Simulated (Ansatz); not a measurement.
`C[NH][Ga]([F])[Cl]` + silanol → `[F][Ga]([Cl])[O][SiH3]` + CH₃NH₂ at 700 K and 1 bar (ligand exchange at a Ga–N bond).

Calculated with Ansatz (gas phase, PBE0-D4/def2-TZVP geometries, no zero-point term in ΔE). CBS: MP2 limit from def2 TZ/QZ plus the TZ coupled-cluster correction, frozen cores. For Ga outer-core shells are correlated without core-valence functions, which leaves a few kJ/mol of doubt a bond. Scalar relativity is left out up to krypton. Each species was taken in one conformer, which may not be the lowest.

| species | CCSD(T)/CBS energy (Eh) | H − E (kJ/mol) | S (J/(mol·K)) |
| --- | --- | --- | --- |
| `C[NH][Ga]([F])[Cl]` | -2578.78710 | 225.0 | 474.8 |
| `O[SiH3]` | -366.69042 | 144.6 | 321.6 |
| `[F][Ga]([Cl])[O][SiH3]` | -2849.73134 | 163.1 | 510.0 |
| CH₃NH₂ | -95.75281 | 207.6 | 296.6 |

H − E and S are ideal-gas, rigid-rotor, harmonic terms from PBE0-D4/def2-TZVP, for one conformer and one mirror image of each species. 1 Eh = 2625.50 kJ/mol, R = 8.31446 J/(mol·K).

Problem. By hand: ΔE, ΔH, ΔS and ΔG.

Solution. ΔE = (-2849.73134) + (-95.75281) − (-2578.78710) − (-366.69042) = -0.00663 Eh = -17.4 kJ/mol. Δ(H − E) = 163.1 + 207.6 − 225.0 − 144.6 = 1.1, so ΔH = -16.3 kJ/mol. ΔS = 510.0 + 296.6 − 474.8 − 321.6 = 10.2 J/(mol·K). ΔG = -16.3 − 700 × (10.2)/1000 = -23.4 kJ/mol.

Problem. By hand: the equilibrium constant, and the temperature at which ΔG would vanish if ΔH and ΔS stayed fixed.

Solution. log₁₀ K = −ΔG/(RT ln 10) = 1.7. ΔH and −TΔS have one sign here, so there is no such temperature.

TΔS isn't small against ΔH here. A doubt of 5 kJ/mol in ΔE shifts log₁₀ K by 0.4 here. Other conformers and mirror images would add mixing entropy, several J/(mol·K) or more a flexible species. Modes under 60 cm⁻¹, often nearly free rotors, make the harmonic entropy too high. These are equilibria of isolated gas molecules and say nothing of rates. Largest T1 diagnostic: 0.013 (customary marks: 0.02 for closed shells, 0.045 for open ones).

ΔS is within the doubt of such terms, so its sign, and with it that verdict, could turn.
